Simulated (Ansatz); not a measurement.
C$_{2}$H$_{5}$O$_{2}$ (SMILES COC=[OH+]), charge +1, singlet, at a GFN2-xTB geometry. Base run: CCSD(T)/cc-pVDZ in Ansatz (a program for electronic structure).

Here is a job for Ansatz.
Ansatz 0.2 input:
```yaml
crystal:
  periodic: [false, false, false]
  atoms:
    - {symbol: C, position_ang: [-1.47911306, 0.20201824, -0.17959624]}
    - {symbol: O, position_ang: [-0.33835513, -0.62648637, -0.47029081]}
    - {symbol: C, position_ang: [0.81984470, -0.37706961, -0.06959347]}
    - {symbol: O, position_ang: [1.22790171, 0.58980123, 0.63241273]}
    - {symbol: H, position_ang: [-1.35167712, 1.20325766, -0.59699882]}
    - {symbol: H, position_ang: [-2.32544637, -0.28288392, -0.66549758]}
    - {symbol: H, position_ang: [-1.66304854, 0.25071784, 0.89592283]}
    - {symbol: H, position_ang: [1.59060464, -1.09833454, -0.36903380]}
    - {symbol: H, position_ang: [0.58880493, 1.27103228, 0.93377029]}
basis:
  gaussian:
    orbitals: cc-pVDZ
total_charge: 1
magnetization: {spin_polarized: false}
correlation: {method: ccsd_t}
```

The base run was repeated with changes; each row names its change, and settings that it needs were set with it.

```json
[
 {"change": "base", "ΔE vs base (kcal/mol)": "0.000", "MP2 correlation (Eh)": "-0.62829", "CC correlation without the perturbative part (Eh)": "-0.66058", "basis functions": "81"},
 {"change": "electrons = all", "ΔE vs base (kcal/mol)": "-5.76", "MP2 correlation (Eh)": "-0.63813", "CC correlation without the perturbative part (Eh)": "-0.66962", "basis functions": "81"},
 {"change": "method = rpa", "ΔE vs base (kcal/mol)": "-18.08", "MP2 correlation (Eh)": "-", "CC correlation without the perturbative part (Eh)": "-", "basis functions": "81"},
 {"change": "accuracy = high", "ΔE vs base (kcal/mol)": "-0.003", "MP2 correlation (Eh)": "-0.62829", "CC correlation without the perturbative part (Eh)": "-0.66058", "basis functions": "81"},
 {"change": "lower_state_search = off", "ΔE vs base (kcal/mol)": "0.000", "MP2 correlation (Eh)": "-0.62829", "CC correlation without the perturbative part (Eh)": "-0.66058", "basis functions": "81"},
 {"change": "diis_vectors = 2", "ΔE vs base (kcal/mol)": "0.000", "MP2 correlation (Eh)": "-0.62829", "CC correlation without the perturbative part (Eh)": "-0.66058", "basis functions": "81"},
 {"change": "diis_vectors = 4", "ΔE vs base (kcal/mol)": "0.000", "MP2 correlation (Eh)": "-0.62829", "CC correlation without the perturbative part (Eh)": "-0.66058", "basis functions": "81"},
 {"change": "method = ccsd", "ΔE vs base (kcal/mol)": "12.03", "MP2 correlation (Eh)": "-0.62829", "CC correlation without the perturbative part (Eh)": "-0.66058", "basis functions": "81"},
 {"change": "reference functional = pbe0", "ΔE vs base (kcal/mol)": "0.86", "MP2 correlation (Eh)": "-", "CC correlation without the perturbative part (Eh)": "-0.67898", "basis functions": "81"},
 {"change": "method = mp2", "ΔE vs base (kcal/mol)": "32.29", "MP2 correlation (Eh)": "-0.62829", "CC correlation without the perturbative part (Eh)": "-", "basis functions": "81"}
]
```
